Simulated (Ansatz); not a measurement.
Stepwise reaction of `N[SiH2][SiH2][SiH3]` with ammonia, as a gas-phase model of exchange steps in deposition or etching. ΔE in kJ/mol.

Calculated with Ansatz (gas phase, PBE0-D4/def2-TZVP geometries, no zero-point term in ΔE). CBS: MP2 limit from def2 TZ/QZ plus the TZ coupled-cluster correction, frozen cores. This one scheme is used for every species. Functionals use def2-TZVPP. B3LYP here is the variant with VWN-RPA as its local correlation; programs differ in this. One conformer a species, not always the lowest.

| step | reaction | PBE-D4 | B3LYP-D4 | ωB97M-V | CCSD(T)/CBS |
| --- | --- | --- | --- | --- | --- |
| 1 | `N[SiH2][SiH2][SiH3]` + NH₃ → `N[SiH2][SiH3]` + `N[SiH3]` | -14.4 | -32.7 | -37.6 | -32.1 |
| 2 | `N[SiH2][SiH3]` + NH₃ → `N[SiH3]` + `N[SiH3]` | -24.5 | -42.7 | -48.6 | -43.8 |

Q: By hand: ΔE of the 2 steps together at CCSD(T)/CBS.

A: (-32.1) + (-43.8) = -75.9 kJ/mol, or -38.0 kJ/mol a step.

In ΔE each step is lower than the one before. All are downhill at CCSD(T)/CBS. PBE-D4 differs from CCSD(T)/CBS by 17.7 to 19.3 kJ/mol a step. Isolated molecules leave out the surface, adducts and barriers. Largest T1 diagnostic: 0.012.
